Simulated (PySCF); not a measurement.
Computed shifts of a molecule CH7AlO2Si, B3LYP/pcSseg-1 (PySCF), GIAO, gas phase, atoms alike by connectivity averaged where their shifts nearly agree, in ppm (number of nuclei): ¹H: 5.34 (3), 4.30 (3), 3.93 (1). ¹³C: 56.9 (1). ²⁹Si: -47.7 (1). References: ¹H against TMS (σ = 31.68 ppm); ¹⁷O against H2O (σ = 333.8 ppm); ¹³C against TMS (σ = 181.3 ppm); ²⁹Si against TMS (σ = 338.7 ppm), references at their B3LYP-D3(BJ)/def2-TZVP geometries, non-relativistic. The structure is a stationary point at PBE0-D3(BJ)/def2-SVP. One conformer was computed; it need not be the lowest.

Identify the compound among the candidates.
A. C[SiH2][Al]([OH])[OH]
B. C[O][AlH][O][SiH3]
C. [CH3][Al]([OH])[O][SiH3]
D. C[O][Al]([OH])[SiH3]

B, C[O][AlH][O][SiH3]
